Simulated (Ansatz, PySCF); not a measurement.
Ta(NH)(NH2)3 (H7N4Ta), SMILES [NH]=[Ta]([NH2])([NH2])[NH2], multiplicity 1. Atoms are numbered in the order given.

```xyz
12

Ta     0.0002    -0.0207    -0.0318
N     -0.0066    -1.0163    -1.5132
H     -0.0105    -1.5813    -2.3538
N      1.8891     0.1561     0.6333
H      2.6790    -0.4272     0.3660
H      2.2365     0.9700     1.1390
N     -0.7464     1.7968    -0.4573
H     -1.2555     2.3701     0.2143
H     -0.8546     2.2016    -1.3846
N     -1.1348    -0.9142     1.3666
H     -1.8229    -1.6464     1.2064
H     -0.9625    -0.8369     2.3682
```

The structure is a stationary point at B3LYP-D3(BJ)/def2-SVP. The spin state was assumed, not searched. The def2 effective core potentials stand for the cores of Ta; spin–orbit coupling is left out. Other conformers were not sampled.

Two levels are set side by side: PBE-D3(BJ)/def2-SVP (Ansatz, a program for electronic structure) and B3LYP-D3(BJ)/def2-SVP (Ansatz). Each level has its own optimised geometry; the coordinates shown are those of the second. Frequencies come from the Hessian of PySCF at each geometry. Differences are taken from unrounded values.

```csv
quantity,B3LYP-D3(BJ)
mean bond length (Å),1.358
bond Ta1–N2 (Å),1.785
bond Ta1–N4 (Å),2.010
bond Ta1–N7 (Å),2.010
bond Ta1–N10 (Å),2.010
bond N2–H3 (Å),1.013
bond N4–H5 (Å),1.018
bond N4–H6 (Å),1.019
bond N7–H8 (Å),1.019
bond N7–H9 (Å),1.018
bond N10–H11 (Å),1.018
bond N10–H12 (Å),1.019
highest harmonic wavenumber (cm⁻¹),3663
mean harmonic wavenumber (cm⁻¹),1286
zero-point energy (kcal/mol),55.13
```

Question: What does PBE-D3(BJ) give, and how far is it from B3LYP-D3(BJ)? (The exact figures need the calculation; the answer reports its results.)

Answer: 
| quantity | PBE-D3(BJ) | PBE-D3(BJ) minus B3LYP-D3(BJ) |
|---|---|---|
| mean bond length (Å) | 1.363 | 0.005 |
| bond Ta1–N2 (Å) | 1.791 | 0.006 |
| bond Ta1–N4 (Å) | 2.011 | 0.001 |
| bond Ta1–N7 (Å) | 2.011 | 0.001 |
| bond Ta1–N10 (Å) | 2.011 | 0.001 |
| bond N2–H3 (Å) | 1.020 | 0.007 |
| bond N4–H5 (Å) | 1.025 | 0.007 |
| bond N4–H6 (Å) | 1.026 | 0.007 |
| bond N7–H8 (Å) | 1.026 | 0.007 |
| bond N7–H9 (Å) | 1.025 | 0.007 |
| bond N10–H11 (Å) | 1.025 | 0.007 |
| bond N10–H12 (Å) | 1.026 | 0.007 |
| highest harmonic wavenumber (cm⁻¹) | 3588 | -75 |
| mean harmonic wavenumber (cm⁻¹) | 1255 | -30 |
| zero-point energy (kcal/mol) | 53.83 | -1.31 |

GGA bonds tend to be longer and softer than those of functionals with exact exchange. Differences between two approximate levels are no errors against the true value.
